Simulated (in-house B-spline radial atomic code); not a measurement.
Ionising F6+ with different functionals

Computed with a radial B-spline atomic code at the basis-set limit: scalar-relativistic (spin-free X2C) Hamiltonian, Fermi nucleus of rms radius 2.8976 fm, spin-polarised at highest spin, spherical fractional occupations for the functionals, and exact exchange of hybrids averaged over the configuration. The ionisation energy is the difference of two self-consistent energies, [He] 2s1 → 1s2, without Breit or QED terms; ε is the level of the shell that loses the electron (its least bound occupied spin orbital).

| method | rung | ΔSCF (eV) | -ε(2s) (eV) |
| --- | --- | --- | --- |
| PBE0 | global hybrid | ? | ? |
| B3LYP | global hybrid | 186.19 | 176.29 |
| TPSSh | global hybrid | 185.67 | 175.41 |
| BHandHLYP | global hybrid | 186.05 | 179.65 |
| r2SCAN0 | global hybrid | 185.06 | 177.25 |
| B97-1 | global hybrid | 185.53 | 176.24 |
| HSE06 | range-separated hybrid | 185.75 | 176.37 |
| wB97X | range-separated hybrid | ? | ? |
| CAM-B3LYP | range-separated hybrid | 186.07 | 178.25 |
| LC-wPBE | range-separated hybrid | 186.00 | 179.61 |

What does PBE0 give?

ΔSCF 185.75 eV, and -ε(2s) = 176.80 eV.

What does wB97X give?

ΔSCF 183.79 eV, and -ε(2s) = 179.13 eV.

Among the functionals, which spreads more, the ΔSCF values or the orbital energies?

The orbital energies: ΔSCF values span about 2.39 eV and the orbital energies 4.24 eV.

How do they compare with the NIST value?

NIST lists 185.187 eV (measured, ground level to ground level). Errors run from -1.39 to +1.00 eV; r2SCAN0 is closest (-0.13 eV), but part of that can be cancellation, since the calculations leave out Breit-QED terms.
